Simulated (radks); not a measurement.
The numbers below are computed, except where a source is named.
The caesium anion Cs-, [Xe] 6s2, held by a Watson sphere: a shell of charge +0.95 at radius R that stands for the Madelung well of a crystal (potential energy -0.95/R inside, -0.95/r outside, in hartree with lengths in bohr). Code: a radial shooting solver on a logarithmic mesh with Libxc functionals. Model: scalar-relativistic Kohn-Sham, LB94 model potential, spin-polarised, spherical densities, finite nucleus; Fermi nuclear charge, rms radius of each element as measured or else 0.836 A^(1/3) + 0.57 fm. Response by self-consistent Sternheimer equations with the Hartree and adiabatic LDA kernel, the relativistic mass of each level held fixed and spin-orbit coupling left out. The sphere does not respond.

\begin{tabular}{lrrrrrrr}
R (bohr) & e(5s) (eV) & e(5p) (eV) & e(6s) (eV) & <r> 6s (bohr) & sum of <r^2> (bohr^2) & X-ray form factor at sin(theta)/lambda = 0.1 1/angstrom & alpha (bohr^3) \\ \hline
2.83 & -33.149 & -19.497 & -5.468 & 4.610 & 98.22 & 50.953 & 213.1 \\
3 & -32.823 & -19.186 & -5.451 & 4.631 & 98.82 & 50.937 & 216.0 \\
3.05 & -32.734 & -19.100 & -5.444 & 4.638 & 99.01 & 50.932 & 217.0 \\
3.94 & -31.547 & -17.921 & -5.215 & 4.825 & 103.3 & 50.860 & 251.1 \\
4.26 & -31.262 & -17.632 & -5.098 & 4.907 & 105.1 & 50.839 & 269.1 \\
4.7 & -30.949 & -17.314 & -4.924 & 5.023 & 107.7 & 50.814 & 297.3 \\
4.87 & -30.846 & -17.209 & -4.855 & 5.067 & 108.8 & 50.805 & 309.1 \\
\end{tabular}
